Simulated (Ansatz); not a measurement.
Basis-set extrapolation for C₂H₇AlBF, SMILES `CB(F)[CH2][AlH2]` (PBE0-D4/def2-TZVP geometry, frozen core, Ansatz 0.2.0). Multiplicity 1, RHF reference.

```json
{"": "HF", "def2-TZVPP": "-446.017060", "def2-QZVPP": "-446.033448"}
{"": "MP2 correlation", "def2-TZVPP": "-0.779085", "def2-QZVPP": "-0.837535"}
{"": "CCSD(T) correlation", "def2-TZVPP": "-0.854162", "def2-QZVPP": "not run"}
```

Energies in hartree. Use E(X) = E(∞) + A·exp(−7.88·√X) for Hartree–Fock and E(X) = E(∞) + B·X^(−2.97) for correlation, with X = 3 and 4, and add CCSD(T) minus MP2 of the smaller set to the MP2 limit.

Problem. What is the CCSD(T) energy at the basis-set limit?

Solution. HF limit: -446.033448 + (-0.016388) × 0.13774 = -446.03571. MP2 limit: -0.837535 + (-0.058450) × 0.74074 = -0.88083. Higher-order term: -0.854162 − (-0.779085) = -0.07508. Total: -446.99162 hartree, 75.6 kcal/mol below CCSD(T)/def2-TZVPP.
